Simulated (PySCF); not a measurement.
**Be: excitation energy**

Be [He] 2s2 (1S) → Be [He] 2s1 3d1, s spin flipped, as a difference of total energies. Calculation: PySCF 2.14, in dyall-av3z (15s9p4d2f, 76 functions); the non-relativistic Hamiltonian (point nucleus). Correlated levels: valence: 1s2 frozen; virtual orbitals above 40 to 60 times the deepest correlated orbital energy dropped. The calculations carry no spin-orbit coupling.

```tsv
method	excitation energy (cm⁻¹)
UHF	63388
MP2 (valence)	68161
SCS-MP2 (valence)	69116
```

The upper determinant mixes two multiplicities, so it lies between the two terms.

The promoted electron is Rydberg-like, and one or two diffuse shells describe it only roughly, which tends to raise the upper state.

The coupled-cluster amplitudes are large for the upper state (T1 above 0.03 or a double amplitude above 0.15), so a single reference is strained.
